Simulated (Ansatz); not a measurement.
Breaking the Mg1–H2 bond in H2Mg (SMILES [MgH2]) (multiplicity 1 held, fragments rigid). Energies count from the point at 1.700 Å.
Geometry at that point (charge 0, multiplicity 1):
| atom | x (Å) | y (Å) | z (Å) |
|---|---|---|---|
| Mg | 0.0000 | 0.0000 | 0.0000 |
| H | 0.0000 | 0.0000 | -1.6998 |
| H | 0.0000 | 0.0000 | 1.6998 |

Signs of static correlation in def2-TZVPP, with CASSCF(2,2), from Ansatz (an electronic-structure program) runs.

| R (Å) | T1 of restricted CCSD | ⟨S²⟩ of UHF | largest double amplitude of restricted CCSD | weight of the CASSCF reference in MRCISD | CASSCF natural occupations |
|---|---|---|---|---|---|
| 1.360 | 0.007 | 0.000 | 0.032 | 0.962 | 1.98 0.02 |
| 1.530 | 0.008 | 0.000 | 0.037 | 0.962 | 1.97 0.03 |
| 1.700 | 0.009 | 0.000 | 0.044 | 0.962 | 1.97 0.03 |
| 1.870 | 0.010 | 0.000 | 0.054 | 0.962 | 1.96 0.04 |
| 2.040 | 0.012 | 0.000 | 0.067 | 0.962 | 1.95 0.05 |
| 2.295 | 0.017 | 0.000 | 0.096 | 0.962 | 1.92 0.08 |
| 2.550 | 0.024 | 0.282 | 0.137 | 0.963 | 1.88 0.12 |
| 2.975 | 0.045 | 0.716 | (withheld) | 0.963 | 1.78 0.22 |
| 3.400 | 0.080 | 0.891 | (withheld) | 0.962 | 1.63 0.37 |
| 3.910 | 0.131 | 0.970 | 0.569 | 0.961 | 1.42 0.58 |
| 4.589 | 0.189 | 1.000 | 0.836 | 0.961 | 1.21 0.79 |
| 5.439 | 0.219 | 1.008 | 1.034 | 0.961 | 1.08 0.92 |

Q: Some entries are withheld; supply them.

A: 
- 2.975, largest double amplitude of restricted CCSD: 0.233
- 3.400, largest double amplitude of restricted CCSD: 0.365

Doubts at one or more of the structures used: a restricted determinant that unrestricted orbitals would lower (R-CCSD(T)/def2-TZVPP); T1 above 0.05 (R-CCSD(T)/def2-TZVPP, U-CCSD(T)/def2-TZVPP); other coupled-cluster roots lie near (R-CCSD(T)/def2-TZVPP); a spin-contaminated determinant (U-CCSD(T)/def2-TZVPP).
